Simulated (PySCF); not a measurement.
## Charge on either side of a bond

Species: C9H15NS.
Atom-mapped SMILES: `[CH3:1][CH2:2][C@@H:3]1[CH2:4][CH2:5][CH2:6][C@@H:7]([C:8]#[N:9])[CH2:10][S:11]1` (hydrogens: H12, H13, H14 on C1; H15, H16 on C2; H17 on C3; H18, H19 on C4; H20, H21 on C5; H22, H23 on C6; H24 on C7; H25, H26 on C10)

Cartesian coordinates in Å at the PBE0-D3(BJ)/def2-SVP level; atoms count from 1:
```
atom  x, y, z in Å
C1     3.444    0.767    0.291
C2     2.544   -0.401   -0.073
C3     1.057   -0.171    0.196
C4     0.262   -1.467    0.096
C5    -1.241   -1.393    0.357
C6    -2.052   -0.680   -0.729
C7    -2.301    0.818   -0.494
C8    -3.326    1.022    0.531
N9    -4.116    1.167    1.365
C10   -1.047    1.626   -0.101
S11    0.471    1.139   -0.948
H12    3.382    0.994    1.367
H13    4.496    0.545    0.056
H14    3.158    1.678   -0.256
H15    2.847   -1.296    0.496
H16    2.673   -0.668   -1.138
H17    0.941    0.250    1.212
H18    0.432   -1.906   -0.903
H19    0.707   -2.173    0.820
H20   -1.438   -0.937    1.343
H21   -1.610   -2.427    0.440
H22   -1.533   -0.776   -1.694
H23   -3.034   -1.163   -0.850
H24   -2.707    1.236   -1.431
H25   -1.210    2.692   -0.318
H26   -0.867    1.552    0.982
```

Atomic charges (e) from the PBE0/pcSseg-1 density (PySCF):

```json
{"atom": "C1", "Mulliken": "-0.2532", "IAO": "-0.4116", "Hirshfeld": "-0.1195", "ESP-fitted": "-0.1810"}
{"atom": "C2", "Mulliken": "-0.2317", "IAO": "-0.2455", "Hirshfeld": "-0.0675", "ESP-fitted": "-0.0393"}
{"atom": "C3", "Mulliken": "-0.4138", "IAO": "-0.1684", "Hirshfeld": "-0.0217", "ESP-fitted": "+0.0316"}
{"atom": "C4", "Mulliken": "-0.1600", "IAO": "-0.2489", "Hirshfeld": "-0.0715", "ESP-fitted": "-0.3280"}
{"atom": "C5", "Mulliken": "-0.1986", "IAO": "-0.2588", "Hirshfeld": "-0.0660", "ESP-fitted": "+0.1459"}
{"atom": "C6", "Mulliken": "-0.1819", "IAO": "-0.2499", "Hirshfeld": "-0.0656", "ESP-fitted": "-0.1322"}
{"atom": "C7", "Mulliken": "-0.2776", "IAO": "-0.1425", "Hirshfeld": "-0.0058", "ESP-fitted": "+0.2392"}
{"atom": "C8", "Mulliken": "+0.1270", "IAO": "+0.1285", "Hirshfeld": "+0.0834", "ESP-fitted": "+0.1685"}
{"atom": "N9", "Mulliken": "-0.2514", "IAO": "-0.2533", "Hirshfeld": "-0.2324", "ESP-fitted": "-0.4214"}
{"atom": "C10", "Mulliken": "-0.2771", "IAO": "-0.3397", "Hirshfeld": "-0.0681", "ESP-fitted": "-0.2492"}
{"atom": "S11", "Mulliken": "+0.0411", "IAO": "+0.0579", "Hirshfeld": "+0.0247", "ESP-fitted": "-0.2112"}
{"atom": "H12", "Mulliken": "+0.1111", "IAO": "+0.1333", "Hirshfeld": "+0.0379", "ESP-fitted": "+0.0444"}
{"atom": "H13", "Mulliken": "+0.1212", "IAO": "+0.1412", "Hirshfeld": "+0.0429", "ESP-fitted": "+0.0681"}
{"atom": "H14", "Mulliken": "+0.1311", "IAO": "+0.1452", "Hirshfeld": "+0.0280", "ESP-fitted": "+0.0386"}
{"atom": "H15", "Mulliken": "+0.1284", "IAO": "+0.1343", "Hirshfeld": "+0.0413", "ESP-fitted": "+0.0425"}
{"atom": "H16", "Mulliken": "+0.1283", "IAO": "+0.1326", "Hirshfeld": "+0.0352", "ESP-fitted": "+0.0706"}
{"atom": "H17", "Mulliken": "+0.1496", "IAO": "+0.1267", "Hirshfeld": "+0.0347", "ESP-fitted": "+0.1122"}
{"atom": "H18", "Mulliken": "+0.1241", "IAO": "+0.1295", "Hirshfeld": "+0.0349", "ESP-fitted": "+0.1026"}
{"atom": "H19", "Mulliken": "+0.1260", "IAO": "+0.1336", "Hirshfeld": "+0.0412", "ESP-fitted": "+0.0910"}
{"atom": "H20", "Mulliken": "+0.1273", "IAO": "+0.1297", "Hirshfeld": "+0.0348", "ESP-fitted": "+0.0123"}
{"atom": "H21", "Mulliken": "+0.1322", "IAO": "+0.1453", "Hirshfeld": "+0.0460", "ESP-fitted": "+0.0110"}
{"atom": "H22", "Mulliken": "+0.1456", "IAO": "+0.1455", "Hirshfeld": "+0.0341", "ESP-fitted": "+0.0327"}
{"atom": "H23", "Mulliken": "+0.1425", "IAO": "+0.1463", "Hirshfeld": "+0.0450", "ESP-fitted": "+0.0453"}
{"atom": "H24", "Mulliken": "+0.1703", "IAO": "+0.1720", "Hirshfeld": "+0.0599", "ESP-fitted": "+0.0477"}
{"atom": "H25", "Mulliken": "+0.1748", "IAO": "+0.1665", "Hirshfeld": "+0.0503", "ESP-fitted": "+0.1453"}
{"atom": "H26", "Mulliken": "+0.1647", "IAO": "+0.1507", "Hirshfeld": "+0.0435", "ESP-fitted": "+0.1128"}
```

Problem. Cut each of the bonds C1–C2, C2–C3 and C8–C7 in turn and sum the charges on the side of the atom named first.

Solution. In e; the other side holds the opposite charge:

```json
{"bond cut": "C1–C2", "piece": "CH3", "atoms": "4", "Mulliken": "+0.110", "IAO": "+0.008", "Hirshfeld": "-0.011", "ESP-fitted": "-0.030"}
{"bond cut": "C2–C3", "piece": "C2H5", "atoms": "7", "Mulliken": "+0.135", "IAO": "+0.029", "Hirshfeld": "-0.002", "ESP-fitted": "+0.044"}
{"bond cut": "C8–C7", "piece": "CN", "atoms": "2", "Mulliken": "-0.124", "IAO": "-0.125", "Hirshfeld": "-0.149", "ESP-fitted": "-0.253"}
```

Extremes among these pieces. Mulliken: lowest CN at C8, highest C2H5 at C2; IAO: lowest CN at C8, highest C2H5 at C2; Hirshfeld: lowest CN at C8, highest C2H5 at C2; ESP-fitted: lowest CN at C8, highest C2H5 at C2.

Problem. Do the schemes agree better on the pieces than on the single atoms at the cuts?

Solution. The spread between schemes averages 0.135 e for the pieces and 0.194 e for the atoms named first; it is smaller for the piece at 2 of the 3 cuts. On average they agree better on the pieces.

Geometry: PBE0-D3(BJ)/def2-SVP, one conformer, isolated molecule.
